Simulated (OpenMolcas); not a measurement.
W5+ (d1) among equal point charges was computed by CASSCF with the d shell active (OpenMolcas, ANO-RCC-VDZP on the metal). Its lowest spin-free states, and all those of the highest spin:

| 2S+1 | Degeneracy | E (cm-1) |
| --- | --- | --- |
| 2 | 3 | 0.0 |
| 2 | 2 | 7962 |

Question: Is the site octahedral, tetrahedral or cube-like, axial, or of lower symmetry?

Answer: The states with 2S+1 = 2 have orbital degeneracies 3, 2. Threefold states need a cubic site. For d1 at this spin an octahedron puts the threefold T2 below the twofold E and a tetrahedron or cube puts the twofold E below the threefold T2, so the site is octahedral. The first gap at this spin, 7960 cm-1, is |10Dq| in ligand-field theory. The run had W5+ among 6 point charges of -1.5 e arranged as an octahedron (Oh), 2.1 Å from the ion.

An orbital triplet at a regular site is open to Jahn-Teller coupling, which can distort the site and quench the lowest spin-orbit gaps and is left out. This field is weak: 10Dq is about 7962 cm-1, while octahedral complexes of 5d ions of charge 3 and more, computed by the same method with explicit ligands, had a median near 35000 cm-1. Ground spin and moment need not be those of a real site. This is an electrostatic model: the charges have no orbitals. No measured value stands beside these numbers.
